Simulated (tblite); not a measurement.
Species: C6H10N (doublet state).
Z-matrix (Å and degrees, GFN2-xTB geometry), rows numbered from 1:
```
C 
C   1  1.5199
N   2  1.2367  1  121.42
C   2  1.4741  1  113.00  3   179.96
C   4  1.3346  2  123.89  1   179.78
C   5  1.4981  4  121.52  2  -179.93
C   5  1.4890  4  122.23  2    -0.04
H   1  1.0884  2  109.10  3  -120.30
H   1  1.0883  2  109.15  3   120.46
H   1  1.0862  2  110.11  3     0.08
H   4  1.0813  2  115.43  1    -0.22
H   6  1.0893  5  109.98  4  -121.97
H   6  1.0867  5  111.59  4    -1.01
H   6  1.0894  5  109.91  4   119.77
H   7  1.1026  5  108.03  4     0.45
H   7  1.0890  5  110.92  4   120.23
H   7  1.0892  5  110.92  4  -119.20
```

Level: GFN2-xTB in tblite, geometry and Hessian alike; calculated harmonic values, unscaled, isolated species. Errors from tens to a few hundred cm⁻¹ against measured bands are possible. One conformer, not necessarily the lowest. Open shells enter through the occupations alone, without spin polarisation, and single modes of such species can be off by tens of per cent.

Task: How many normal modes are there?

Result: 17 atoms, non-linear: 3N − 6 = 45.

Task: What is the point group of the computed structure, and how do the modes divide by symmetry?

Result: Cs. The vibrations span 28 a′ + 17 a″.

Task: How many distinct wavenumbers does the calculation give?

Result: 45: Cs has no degenerate species.

Task: How many fundamentals are allowed in the infrared by symmetry?

Result: 45 of 45: in Cs every mode is allowed. All fundamentals are allowed in the Raman spectrum.

Task: What thermal excitation has the softest real mode at 298.15 K?

Result: θ = hcν̃/k = 125 K for 86.6 cm⁻¹, so N1/N0 = 0.66 and ⟨v⟩ = 1/(exp(θ/T) − 1) = 1.9.
